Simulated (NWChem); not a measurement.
System: SiH$_{4}$S$_{3}$; SMILES S[SiH](S)S

```xyz
8

Si     0.0000     0.0000    -0.2256
S     -1.9912     0.2007     0.5278
S      1.1694     1.6241     0.5278
S      0.8218    -1.8248     0.5278
H      0.0000     0.0000    -1.7175
H     -2.2988     1.2503    -0.2695
H      2.2322     1.3656    -0.2695
H      0.0666    -2.6159    -0.2695
```
Atoms are numbered in this order, from 1.

Computed with NWChem. Geometry optimised at PBE0/def2-SVP; all other runs use it. 

```
quantity                                                                 level  value
----------------------------------------------------  ------------------------  -----
isotropic polarisability (bohr³), static                   CAM-B3LYP/def2-SVPD   90.7
vertical, lowest excitation, singlet (eV)             CAM-B3LYP/def2-SVPD, TDA    [?]
cavity-dispersion-structure term (kcal/mol) in water        PBE0/def2-SVP, SMD    [?]
vertical ionisation energy, ΔSCF (eV)                             PBE/def2-SVP   8.90
dipole (D)                                                       PBE0/def2-SVP    [?]
highest harmonic frequency (cm⁻¹)                                PBE0/def2-SVP   2699
```

Complete the blanks.


- vertical, lowest excitation, singlet (eV), value: 6.07
- cavity-dispersion-structure term (kcal/mol) in water, value: 1.5
- dipole (D), value: 2.30
